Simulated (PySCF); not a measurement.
# Relaxation of singlet SiCl4

All numbers come from B3LYP in PySCF with Si def2-SVP, Cl def2-SVP; no relativity; density-fitted integrals. A (50,194) grid was used.

A start displaced from a saddle point along its imaginary mode, of D2d symmetry, held to at least that symmetry:

```xyz
5
charge 0 multiplicity 1, angstrom
Si    0.0000    0.0000    0.0000
Cl    2.1111    0.0000    0.2500
Cl    0.0000    2.1111   -0.2500
Cl   -2.1111    0.0000    0.2500
Cl    0.0000   -2.1111   -0.2500
```

Question: What forces act on the atoms at the start (eV/Å)?

Answer: 
```json
{"atom": "Si1", "Fx": "0.00", "Fy": "0.00", "Fz": "0.00"}
{"atom": "Cl2", "Fx": "-0.42", "Fy": "0.00", "Fz": "0.40"}
{"atom": "Cl3", "Fx": "0.00", "Fy": "-0.42", "Fz": "-0.40"}
{"atom": "Cl4", "Fx": "0.42", "Fy": "0.00", "Fz": "0.40"}
{"atom": "Cl5", "Fx": "0.00", "Fy": "0.42", "Fz": "-0.40"}
```

Question: What does it relax to?

Answer: It ends at Td with Si–Cl 2.049 Å (×4); Cl–Si–Cl 109.5° (×6). The frequency run here used a shortcut that can spoil soft modes, so no verdict on minimum or saddle point is given. Other isomers or separated fragments may lie lower.

Question: How much energy is released, and in how many steps?

Answer: 236.8 kJ/mol in 9 steps.
